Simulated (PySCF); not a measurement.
F2HIOSi, SMILES F[Si](I)(O)F. Geometry: PBE-D3(BJ)/def2-SVP. The def2 effective core potentials stand for the cores of I; spin–orbit coupling is left out. One conformer was computed; it need not be the lowest.

**Question.** Give the equilibrium geometry at PBE-D3(BJ)/def2-SVP (PySCF confirms it by a frequency run) as bond lengths and angles, and its point group. (An estimate is asked for; the answer gives what the named calculation found.)

**Answer.** Several could match; the one computed here: point group Cs.
Atoms: O1 Si2 F3 F4 I5 H6. Bonds (Å): O1–Si2 1.647, O1–H6 0.975, Si2–F3 1.623, Si2–F4 1.623, Si2–I5 2.412. Bond angles (°): Si2–O1–H6 116.0, O1–Si2–F3 111.2, O1–Si2–F4 111.2, O1–Si2–I5 108.3, F3–Si2–F4 105.2, F3–Si2–I5 110.4, F4–Si2–I5 110.4.
Charge 0, spin multiplicity 1.
